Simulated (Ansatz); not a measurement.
`B[TeH]`, relaxed with RKS PBE0-D4/def2-TZVP in Ansatz 0.2.0 from a PBE-D4/def2-SVP geometry. The force threshold is 0.005 eV/Å; the program also tests the step.

Total charge 0; spin multiplicity 1. Te: def2 effective core potential.

Start:

```xyz
5

B     0.118   -0.060    0.718
Te    0.700    0.388   -1.267
H    -1.005   -0.441    0.958
H     0.971    0.093    1.566
H    -0.783    0.020   -1.975
```

```csv
step,energy (eV),largest force (eV/Å),largest move (Å)
1,-8017.6551,0.487,0.000
2,-8017.6707,0.225,0.035
3,-8017.6735,0.018,0.012
4 (rejected),-8017.6735,0.014,0.004
5,-8017.6736,0.001,0.002
```

End:

```xyz
5

B     0.117   -0.059    0.712
Te    0.689    0.383   -1.258
H    -0.986   -0.435    0.952
H     0.952    0.089    1.549
H    -0.772    0.021   -1.955
```

Hardware: 2 threads of an Arm Neoverse V1 on a shared host. Wall time 7 s, peak host memory 0.16 GiB.
